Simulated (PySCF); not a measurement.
Breaking a bond: Cl₂ (anion, charge -1), doublet.

Level of theory: CCSD(T) on UHF/def2-TZVP, 10 core orbitals frozen (PySCF 2.14.0).

Problem. Relative to R = 2.64 Å, what are the energies at R = 2.25, 4.34, 4.72, 6.46 Å?

Solution. 10.1 kcal/mol at 2.25 Å, 24.4 kcal/mol at 4.34 Å, 26.7 kcal/mol at 4.72 Å, 29.2 kcal/mol at 6.46 Å.

Where the anion isn't bound against loss of the electron, the finite basis alone holds it.
